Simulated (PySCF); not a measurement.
Coordinates in bohr (charge 0 multiplicity 5):
```
W     0.6277   -0.2423    0.0000
Br   -0.7245    0.2797    4.3260
Br   -0.7245    0.2797   -4.3260
```

Method: UPBE0/[W def2-TZVP with ECP60, Br def2-TZVP], scalar-relativistic core potentials, density fitting, no spin–orbit coupling, PySCF.

This geometry of WBr₂ is a stationary point at this level.

(1) What is the point group?

(2) Is it a minimum?

(3) What are the dipole moment and the gap between the highest occupied and lowest empty levels of either spin?

(4) Give the atomic charges and bond orders.

(5) What is the atomisation energy, with and without zero-point energy?

Results:

(1) C2v.

(2) Yes: all harmonic wavenumbers are real, though the softest, 39 cm⁻¹, leaves little margin.

(3) 1.43 D and 2.57 eV.

(4) 
| atom | Mulliken | Löwdin | polar tensor | spin (Mulliken) | Mayer order to W1 |
| --- | --- | --- | --- | --- | --- |
| W1 | 0.67 | -0.07 | 1.05 | 4.06 | – |
| Br2,3 | -0.34 | 0.04 | -0.52 | -0.03 | 1.12 |

(5) 782 kJ/mol without, 779 kJ/mol with.

This need not be the most stable arrangement of these atoms. With open d or f shells other occupations or spin states may lie lower. With an element this heavy the missing spin–orbit coupling can shift these numbers.
